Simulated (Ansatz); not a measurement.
Consider the ligand exchange at the In–N bond: `C[NH][InH][OH]` + HCl → `[OH][InH][Cl]` + CH₃NH₂.

Program: Ansatz. Geometries: PBE0-D4/def2-TZVP. ΔE: electronic, gas phase. CCSD(T)/CBS is the MP2 limit (def2-TZVPP, def2-QZVPP) plus CCSD(T) − MP2 in def2-TZVPP, frozen cores. This one scheme is used for every species. Functionals use def2-TZVPP. B3LYP here is the variant with VWN-RPA as its local correlation; programs differ in this. Elements past krypton have def2 core potentials. For In outer-core shells are correlated without core-valence functions, which leaves a few kJ/mol of doubt a bond. Each species was taken in one conformer, which may not be the lowest.

```tsv
level	ΔE (kJ/mol)	difference from CCSD(T)/CBS
r2SCAN-D4	-122.0	-10.3
PBE0-D4	-121.8	-10.1
B3LYP-D4	-118.8	-7.1
ωB97M-V	-119.8	-8.1
r2SCAN	-123.0	-11.3
SCS-MP2/def2-TZVPP	-112.4	-0.7
CCSD/def2-TZVPP	-114.0	-2.3
MP2/def2-QZVPP	-110.4	1.3
SCS-MP2/def2-QZVPP	-113.1	-1.4
CCSD/CBS(def2)	-115.2	-3.5
CCSD(T)/CBS	-111.7	0
```

Largest T1 diagnostic among the species: 0.016.

The D4 term adds +5.0 kJ/mol with B3LYP and +2.8 kJ/mol with PBE0; it sums over pairs of atoms, weighted by their polarisabilities, and B3LYP, whose exchange is more repulsive, gets the larger term. From PBE to PBE0 (25 % exact exchange), in def2-TZVPP and without D4, ΔE moves by −6.0 kJ/mol.
